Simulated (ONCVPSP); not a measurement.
## Transferability test, ONCV potential for nitrogen (N)

```json
{
 "Element": "nitrogen (N)",
 "Generator": "ONCVPSP 4.0.1",
 "Type": "optimised norm-conserving Vanderbilt (ONCV)",
 "Functional": "PBEsol",
 "Relativity": "scalar-relativistic",
 "Frozen core": "[He]",
 "Valence charge": "5",
 "Reference configuration": "2s2 2p3",
 "Partial waves": "2s: rc 1.15 bohr, ncon 4, nbas 9, qcut 6.4 1/bohr, 2 projectors, debl 1.7 Ha; 2p: rc 2.00 bohr, ncon 4, nbas 7, qcut 7.4 1/bohr, 1 projector; d scattering state at 0.05 Ha: rc 2.15 bohr, ncon 4, nbas 8, qcut 5.1 1/bohr, 2 projectors, debl 0.6 Ha",
 "Local potential": "polynomial inside 1.05 bohr (lpopt 5, dvloc0 0 Ha)",
 "Core correction": "Teter function, fcfact 2.5, rcfact 1.25"
}
```

Energies are relative to the spin-unpolarised reference configuration 2s2 2p3; without spin polarisation the order of configurations can differ from experiment.

(1) Give the all-electron excitation energy and the error of the potential for: 2s2 2p2; 2s2 2p1; 2s2 2p0; 2s1 2p3.

Levels in the configuration 2s1 2p3:

| level | all-electron (eV) | pseudo (eV) |
| --- | --- | --- |
| 2s | -32.428 | -32.598 |
| 2p | -20.707 | -20.772 |

Results:

(1)

```csv
valence configuration,charge,ΔE all-electron (eV),error AE − PS (meV)
2s2 2p2,+1,13.521,+38
2s2 2p1,+2,42.258,+365
2s2 2p0,+3,89.143,+1529
2s1 2p3,+1,25.235,-72
```
